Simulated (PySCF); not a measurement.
Can point charges reproduce the dipole moment of `O=C1CO[C@@H]1[C@H](F)CF`?

Coordinates (GFN2-xTB, Å) and charges (e) from the PBE0/pcSseg-1 density (PySCF):

| atom | x | y | z | Mulliken | IAO | Hirshfeld | ESP-fitted |
| --- | --- | --- | --- | --- | --- | --- | --- |
| O1 | -1.168 | 0.768 | 1.735 | -0.3173 | -0.3627 | -0.2121 | -0.4253 |
| C2 | -1.234 | 0.379 | 0.611 | +0.1855 | +0.3819 | +0.1637 | +0.3973 |
| C3 | -2.240 | -0.323 | -0.265 | +0.0923 | -0.1181 | -0.0012 | -0.0084 |
| O4 | -1.318 | -0.281 | -1.361 | -0.4904 | -0.4168 | -0.1656 | -0.4198 |
| C5 | -0.296 | 0.354 | -0.587 | +0.0036 | +0.0011 | +0.0204 | +0.1958 |
| C6 | 0.970 | -0.488 | -0.406 | +0.1552 | +0.1615 | +0.0548 | +0.0654 |
| F7 | 0.660 | -1.662 | 0.240 | -0.3280 | -0.3218 | -0.1028 | -0.2157 |
| C8 | 2.006 | 0.254 | 0.439 | +0.1748 | +0.0241 | +0.0203 | +0.0325 |
| F9 | 2.479 | 1.326 | -0.266 | -0.3341 | -0.3218 | -0.1086 | -0.2348 |
| H10 | -3.163 | 0.225 | -0.471 | +0.1481 | +0.1653 | +0.0618 | +0.1034 |
| H11 | -2.474 | -1.345 | 0.044 | +0.1519 | +0.1698 | +0.0618 | +0.1138 |
| H12 | -0.013 | 1.332 | -0.992 | +0.1654 | +0.1685 | +0.0559 | +0.0736 |
| H13 | 1.376 | -0.765 | -1.387 | +0.1354 | +0.1567 | +0.0518 | +0.1181 |
| H14 | 2.854 | -0.400 | 0.662 | +0.1275 | +0.1554 | +0.0538 | +0.1082 |
| H15 | 1.557 | 0.633 | 1.363 | +0.1301 | +0.1567 | +0.0461 | +0.0958 |

Task: Compute μ = Σ q r for each scheme (1 e·Å = 4.803 D) and compare with the dipole of the full density.

Result: The full density gives (-0.29, -0.30, -0.57) D, 0.70 D in size; dipole vectors point from the negative to the positive end.

```
    scheme     μx     μy     μz  size (D)  share of the full size (%)  angle to the full dipole (°)
  Mulliken  -0.27  -0.08   0.36      0.46                          65                           108
       IAO  -0.39   0.04   0.08      0.40                          57                            79
 Hirshfeld  -0.17  -0.33  -0.57      0.68                          97                            10
ESP-fitted  -0.31  -0.32  -0.56      0.71                         102                             2
```

Task: Which set comes closest?

Result: Length of the difference vector: ESP-fitted 0.03 D, Hirshfeld 0.13 D, IAO 0.73 D, Mulliken 0.95 D. Closest: ESP-fitted. ESP charges are fitted to the potential around the molecule, whose slowest-falling term is the dipole's. The schemes that divide the density aren't constrained to reproduce the dipole.

Task: What is left for the Hirshfeld atoms' own dipoles?

Result: The Hirshfeld atoms' densities add up to the full density, so μ = Σ q r + Σ (atomic dipoles). The atomic dipoles sum to (-0.29, -0.30, -0.57) − (-0.17, -0.33, -0.57) = (-0.12, 0.03, 0.00) D, 0.13 D in size.

Task: With the origin at the mean of the coordinates, (0.000, 0.001, -0.043) Å, which are the largest single terms, by size, of the ESP-fitted dipole along the direction of the full one?

Result: O4 -3.48, O1 +2.60, F9 +1.59, H15 -0.94, H11 +0.83 D; all 15 atoms together +0.71 D. The single terms depend on the origin, their sum doesn't.

Task: Give the size of the full dipole in other units.

Result: 0.70 D = 0.276 au = 0.146 e·Å = 2.34 × 10⁻³⁰ C·m.

The structure is a single GFN2-xTB conformer in the gas phase; no vibrational or solvent corrections.

The values belong to the conformer `[O:1]=[C:2]1[CH2:3][O:4][C@@H:5]1[C@H:6]([F:7])[CH2:8][F:9]`: O4–C5–C6–F7 -60°, C5–C6–C8–F9 -68°.
